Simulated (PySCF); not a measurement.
**C₆ coefficients of unlike pairs at UHF**

Calculated with PySCF 2.14 from the dipole response of each species, C₆(A,B) = (3/π) ∫ α_A(iu) α_B(iu) du, in atomic units, from isotropic polarisabilities. For ions this is the dispersion term alone; charge-induced terms of lower order in 1/R come first.

```tsv
species	configuration	basis	relativity	α (bohr³)	C₆ (like pair)
C²⁺	[He] 2s2 (1S)	def2-QZVPPD (8s4p4d2f1g)	none	4.502	7.092
Xe⁺	[Kr] 4d10 5s2 5p5 (2P)	aug-cc-pwCVDZ-PP with ECP28MDF (6s5p4d1f)	core potential	17.86	156.1
Te	[Kr] 4d10 5s2 5p4 (3P)	aug-cc-pVTZ-DK3 (8s7p5d2f)	spin-free X2C	37.98	411.5
K	[Ar] 4s1 (2S)	aug-cc-pVDZ-X2C (6s5p3d)	spin-free X2C	399.4	6238
```

Q: Estimate C₆ for K with C²⁺.

A: The integral gives 130.0. The combination rule 2 C_A C_B / (C_A α_B/α_A + C_B α_A/α_B) gives 126.5 and the geometric mean 210.3.

No spin-orbit coupling is included.

The other pairs:

```json
{"pair": "K, Te", "C₆": "1064"}
{"pair": "Xe⁺, C²⁺", "C₆": "32.86"}
{"pair": "Te, C²⁺", "C₆": "53.81"}
{"pair": "Te, Xe⁺", "C₆": "246.0"}
{"pair": "K, Xe⁺", "C₆": "535.5"}
```
